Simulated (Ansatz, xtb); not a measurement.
## Two isomers of C3HBr2NS

Structure I: `Brc1csc(Br)n1`, a singlet. Structure II: `Brc1ncsc1Br`, a singlet. Both are isolated molecules in the gas phase, relaxed with B3LYP/def2-SVP.

Quicker runs give these differences E(II) − E(I): GFN2-xTB +7.42 kJ/mol; HF/STO-3G +10.71 kJ/mol (at GFN2-xTB geometries); r2SCAN-D4/def2-SVP +8.92 kJ/mol (at GFN2-xTB geometries).

Problem. Estimate E(II) − E(I) at the level CCSD(T)/def2-SVP + ΔMP2/def2-TZVPP.

Solution. Calculated at CCSD(T)/def2-SVP + ΔMP2/def2-TZVPP: E(II) − E(I) = +6.27 kJ/mol, so structure I lies lower.

Level by level:

| level | geometry | E(II) − E(I) (kJ/mol) | departure from the last row (kJ/mol) | job, with rough time for the two |
| --- | --- | --- | --- | --- |
| GFN2-xTB | GFN2-xTB | +7.42 | +1.15 | optimisation, 0.15 s |
| HF/STO-3G | GFN2-xTB | +10.71 | +4.44 | single point, 1.2 s |
| r2SCAN-D4/def2-SVP | GFN2-xTB | +8.92 | +2.64 | single point, 8.1 s |
| B3LYP/def2-SVP | B3LYP/def2-SVP | +10.55 | +4.28 | optimisation, 58 s |
| HF/def2-SVP | B3LYP/def2-SVP | +9.47 | +3.20 | part of the CCSD(T) run |
| MP2/def2-SVP | B3LYP/def2-SVP | +5.78 | −0.49 | part of the CCSD(T) run |
| CCSD(T)/def2-SVP | B3LYP/def2-SVP | +6.28 | +0.01 | single point |
| CCSD(T)/def2-SVP + ΔMP2/def2-TZVPP | B3LYP/def2-SVP | +6.27 |  | single point, 2.5 min |

As drawn, both hold the same kinds of bond in the same numbers.

The levels shown agree on the order. The largest departure from CCSD(T)/def2-SVP + ΔMP2/def2-TZVPP is that of HF/STO-3G, 4.44 kJ/mol. The last row adds to CCSD(T) the change of the MP2 difference between the two basis sets, here −0.01 kJ/mol.

With thermal terms from frequencies at re-optimised GFN2-xTB minima (ideal gas, soft modes damped towards free rotors, one conformer each, 298.15 K, 1 atm): the zero-point term adds +0.11 kJ/mol; ΔH is +6.45 and ΔG +6.33 kJ/mol.

The correlated steps freeze 27 core orbitals; the filled d shell of Br is correlated, in a basis made for valence electrons. Programs: Ansatz 0.2.0, xtb 6.7.1; the last row on 2 threads of Arm Neoverse V2 on a shared host.
